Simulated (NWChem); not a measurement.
System: CCl$_{3}$F; SMILES FC(Cl)(Cl)Cl

Here is an NWChem input.

```
start job
memory heap 200 mb stack 900 mb global 1100 mb
geometry units angstroms noautosym nocenter noautoz
  F      0.000000     0.000000     1.589100
  C      0.000000     0.000000     0.251699
  Cl     1.334572    -1.049877    -0.309501
  Cl    -1.576506    -0.630834    -0.309501
  Cl     0.241935     1.680712    -0.309501
end
basis spherical
  F library 6-31g*
  C library 6-31g*
  Cl library 6-31g*
end
dft
  xc xwpbe 1.00 cpbe96 1.0 hfexch 1.00
  cam 0.15 cam_alpha 0.0 cam_beta 1.0
  iterations 150
  vectors input atomic output neutral.movecs
end
task dft energy
charge 1
dft
  odft
  mult 2
  vectors input atomic output cation.movecs
end
task dft energy
```

NWChem printed, in part:

```
             Northwest Computational Chemistry Package (NWChem) 7.3.0
             --------------------------------------------------------

                             Geometry "geometry" -> ""
                             -------------------------

 Output coordinates in angstroms (scale by  1.889725989 to convert to a.u.)

  No.       Tag          Charge          X              Y              Z
 ---- ---------------- ---------- -------------- -------------- --------------
    1 F                    9.0000     0.00000000     0.00000000     1.58910000
    2 C                    6.0000     0.00000000     0.00000000     0.25169900
    3 Cl                  17.0000     1.33457200    -1.04987700    -0.30950100
    4 Cl                  17.0000    -1.57650600    -0.63083400    -0.30950100
    5 Cl                  17.0000     0.24193500     1.68071200    -0.30950100

 Effective nuclear repulsion energy (a.u.)     363.2656296344

  pbe96 is a nonlocal functional; adding pw91lda local functional.

                                 NWChem DFT Module
                                 -----------------

 Summary of "ao basis" -> "ao basis" (spherical)
 ------------------------------------------------------------------------------
       Tag                 Description            Shells   Functions and Types
 ---------------- ------------------------------  ------  ---------------------
 F                           6-31g*                  6       14   3s2p1d
 C                           6-31g*                  6       14   3s2p1d
 Cl                          6-31g*                  8       18   4s3p1d

            General Information
            -------------------
          SCF calculation type: DFT
          Wavefunction type:  closed shell.
          No. of atoms     :     5
          No. of electrons :    66
           Alpha electrons :    33
            Beta electrons :    33
          Charge           :     0
          Spin multiplicity:     1
          Use of symmetry is: off; symmetry adaption is: off
          Maximum number of iterations: 150
          AO basis - number of functions:    82
                     number of shells:    36
          Convergence on energy requested:  1.00D-06
          Convergence on density requested:  1.00D-05
          Convergence on gradient requested:  5.00D-04

              XC Information
              --------------
                     Hartree-Fock (Exact) Exchange  1.000
                     LC-wPBE(h)Exchange Functional  1.000
            Perdew 1991 LDA Correlation Functional  1.000 local
           PerdewBurkeErnz. Correlation Functional  1.000 non-local

           Range-Separation Parameters
           ---------------------------
           Alpha           :  0.00
           Beta            :  1.00
           Gamma           :  0.15
           Short-Range HF  :     F

             Grid Information
             ----------------
          Grid used for XC integration:  medium
          Radial quadrature: Mura-Knowles
          Angular quadrature: Lebedev.
          Tag              B.-S. Rad. Rad. Pts. Rad. Cut. Ang. Pts.
          ---              ---------- --------- --------- ---------
          F                   0.50       49           8.0       434
          C                   0.70       49           7.0       434
          Cl                  1.00       88           9.0       590
          Grid pruning is: on
          Number of quadrature shells:   362
          Spatial weights used:  Erf1

      Superposition of Atomic Density Guess
      -------------------------------------

 Sum of atomic energies:       -1515.38433432

      Non-variational initial energy
      ------------------------------

 Total energy =   -1516.487538
 1-e energy   =   -2820.192524
 2-e energy   =     940.439356
 HOMO         =      -0.381876
 LUMO         =       0.019773

   convergence    iter        energy       DeltaE   RMS-Dens  Diis-err
 ---------------- ----- ----------------- --------- --------- ---------
 d= 0,ls=0.0,diis     1  -1517.5294286295 -1.88D+03  2.53D-02  2.19D+00
 d= 0,ls=0.0,diis     2  -1517.0824505411  4.47D-01  1.58D-02  6.99D+00
 d= 0,ls=0.0,diis     3  -1517.7927135437 -7.10D-01  1.17D-03  4.99D-03
 d= 0,ls=0.0,diis     4  -1517.7930474697 -3.34D-04  3.98D-04  3.57D-03
 d= 0,ls=0.0,diis     5  -1517.7932960237 -2.49D-04  1.54D-04  2.70D-04
  Resetting Diis
 d= 0,ls=0.0,diis     6  -1517.7933250926 -2.91D-05  3.96D-05  9.20D-06
 d= 0,ls=0.0,diis     7  -1517.7933261733 -1.08D-06  9.56D-06  2.69D-07
 d= 0,ls=0.0,diis     8  -1517.7933262056 -3.23D-08  3.47D-06  8.98D-08

         Total DFT energy =    -1517.793326205591
      One electron energy =    -2819.841451155441
           Coulomb energy =     1038.739827538524
    Exchange-Corr. energy =      -99.957332223025
 Nuclear repulsion energy =      363.265629634350

 Numeric. integr. density =       65.999999583037

                       DFT Final Molecular Orbital Analysis
                       ------------------------------------

 Vector   31  Occ=2.000000D+00  E=-3.727403D-01
              MO Center=  5.9D-01,  8.0D-02, -2.1D-01, r^2= 3.7D+00
   Bfn.  Coefficient  Atom+Function         Bfn.  Coefficient  Atom+Function
  ----- ------------  ---------------      ----- ------------  ---------------
    37      0.476759  3 Cl pz                73     -0.413250  5 Cl pz
    41      0.243940  3 Cl pz                72     -0.222085  5 Cl py
    36     -0.214380  3 Cl py                77     -0.211446  5 Cl pz
    54     -0.192852  4 Cl py                33     -0.185146  3 Cl pz
    69      0.160483  5 Cl pz                 4      0.138552  1 F  py

[...]
```

Level: LC-wPBE (HJS exchange hole, range parameter 0.15 per bohr)/6-31G* (spherical d), vertical spin-unrestricted ions. Geometry: optimised at B3LYP/6-31G* (spherical d).
